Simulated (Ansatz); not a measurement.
Geometry optimisation, DFT PBE-D3(BJ), scalar-relativistic, plane waves, PAW (Ansatz 0.2.0).

Input file:

```yaml
accuracy: low
crystal:
  lattice:
    - [6.214465, 0.0, 0.0]
    - [0.0, 6.214465, 0.0]
    - [0.0, 0.0, 6.214465]
  atoms:
    - { symbol: O, position: [0.9057932, 0.2672329, 0.1224277] }
    - { symbol: H, position: [0.9564417, 0.3280188, 0.2567075] }
    - { symbol: H, position: [0.8119452, 0.150943, 0.1667047] }
    - { symbol: O, position: [0.6205151, 0.7715328, 0.9976257] }
    - { symbol: H, position: [0.6195927, 0.8734792, 0.8797388] }
    - { symbol: H, position: [0.5950426, 0.6340466, 0.9287784] }
    - { symbol: O, position: [0.1816172, 0.6600379, 0.5999466] }
    - { symbol: H, position: [0.194285, 0.7582657, 0.479605] }
    - { symbol: H, position: [0.1639471, 0.5204246, 0.5329605] }
    - { symbol: O, position: [0.3020193, 0.3700167, 0.9840069] }
    - { symbol: H, position: [0.2918859, 0.5234816, 0.9587665] }
    - { symbol: H, position: [0.3248212, 0.3098804, 0.8420388] }
    - { symbol: O, position: [0.0691031, 0.136562, 0.615017] }
    - { symbol: H, position: [-0.0741557, 0.075386, 0.620085] }
    - { symbol: H, position: [0.1585116, 0.0191058, 0.5650029] }
    - { symbol: O, position: [0.2563039, 0.9258282, 0.03321] }
    - { symbol: H, position: [0.189476, 1.0615408, 0.0707254] }
    - { symbol: H, position: [0.2564962, 0.8456723, 0.1668747] }
    - { symbol: S, position: [0.5930315, 0.7847203, 0.4788377] }
    - { symbol: H, position: [0.5890212, 0.9462489, 0.3361852] }
    - { symbol: H, position: [0.7986352, 0.8206314, 0.5326415] }
basis:
  ecutwfc: 420.0
kpoints:
  mp_grid: { grid: [1, 1, 1] }
hamiltonian:
  xc: pbe
  dispersion: d3bj
scf:
  occupations: { method: fermi_dirac, width: 0.05 }
  lower_state_search: "off"
relax:
  f_tol: 0.3
  max_steps: 15
  adjacent_minimum: "off"
```

Launched with:

```bash
$ ansatz run input.yaml --threads 1 --pin off --max-ram 3072MiB --backend cpu --events-out ev --progress --plain --runs-dir out
```

Question: Where does it end, and by what steps?

Answer: The run converged. The threshold is loose, so the end isn't yet a minimum. Limits of this set-up: coarse k mesh, low accuracy level. After 13 steps the energy has fallen by 3.264 eV; H14 moved furthest, 1.40 Å.

```
step  energy less start (eV)  largest force component (eV/Å)  accepted
   0                  0.0000                           0.978       yes
   1                 -0.7316                           1.462       yes
   2                 -1.1760                           2.318       yes
   3                 -1.7982                           1.851       yes
   4                 -2.1598                           1.850       yes
   5                 -2.4282                           1.809       yes
   6                 -2.5793                           1.266       yes
   7                 -2.6934                           1.541       yes
   8                 -2.8564                           0.960       yes
   9                 -2.9560                           0.881       yes
  10                 -3.0430                           0.743       yes
  11                 -3.1137                           0.701       yes
  12                 -3.2032                           0.417       yes
  13                 -3.2638                           0.280       yes
```

```xyz
21
Lattice="6.2145 0.0000 0.0000 0.0000 6.2145 0.0000 0.0000 0.0000 6.2145" Properties=species:S:1:pos:R:3
O 5.664 1.354 0.752
H 5.932 2.245 1.055
H 5.021 1.031 1.428
O 4.790 4.307 6.023
H 4.264 5.129 5.965
H 4.092 3.622 5.877
O 0.821 3.695 2.710
H 1.736 3.982 2.905
H 0.735 2.841 3.186
O 2.390 2.931 5.774
H 1.851 3.749 5.714
H 1.899 2.268 5.236
O 0.653 1.263 4.281
H -0.054 1.227 4.963
H 0.940 0.336 4.170
O 1.398 5.511 0.609
H 0.786 6.286 0.665
H 0.920 4.809 1.102
S 3.660 5.934 2.829
H 2.793 5.816 1.746
H 4.423 4.889 2.411
```

Run time: 28 s on 1 thread of Intel(R) Xeon(R) Platinum 8259CL CPU @ 2.50GHz (Skylake/Cascade Lake), with other jobs on the host, peak memory 0.48 GiB.
